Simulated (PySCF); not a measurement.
## Vibration and rotation of MgTl⁺

RHF-CCSD(T) constants of MgTl⁺, ¹Σ⁺ (singlet), closed shell (basis Mg cc-pVDZ, Tl cc-pVDZ-PP with ECP60; scalar-relativistic core potentials; PySCF 2.14; masses 23.9850 and 204.9744 u):

- ωe: 120.6 cm⁻¹
- ωexe: 0.729 cm⁻¹
- Be: 0.06938 cm⁻¹
- αe: 0.000531 cm⁻¹
- D (centrifugal): 9.19e-08 cm⁻¹

**Question.** Give the vibrational terms G(v) and spacings up to v = 6.

**Answer.** G(v) = ωe(v+½) − ωexe(v+½)².

```json
{"v": "0", "G(v) (cm⁻¹)": "60.1", "G(v) − G(v−1)": "", "Bv (cm⁻¹)": "0.06911"}
{"v": "1", "G(v) (cm⁻¹)": "179.3", "G(v) − G(v−1)": "119.1", "Bv (cm⁻¹)": "0.06858"}
{"v": "2", "G(v) (cm⁻¹)": "296.9", "G(v) − G(v−1)": "117.7", "Bv (cm⁻¹)": "0.06805"}
{"v": "3", "G(v) (cm⁻¹)": "413.2", "G(v) − G(v−1)": "116.2", "Bv (cm⁻¹)": "0.06752"}
{"v": "4", "G(v) (cm⁻¹)": "527.9", "G(v) − G(v−1)": "114.8", "Bv (cm⁻¹)": "0.06699"}
{"v": "5", "G(v) (cm⁻¹)": "641.2", "G(v) − G(v−1)": "113.3", "Bv (cm⁻¹)": "0.06646"}
{"v": "6", "G(v) (cm⁻¹)": "753.1", "G(v) − G(v−1)": "111.9", "Bv (cm⁻¹)": "0.06593"}
```

Correlated steps freeze 5 core orbitals. Spin–orbit coupling is left out.
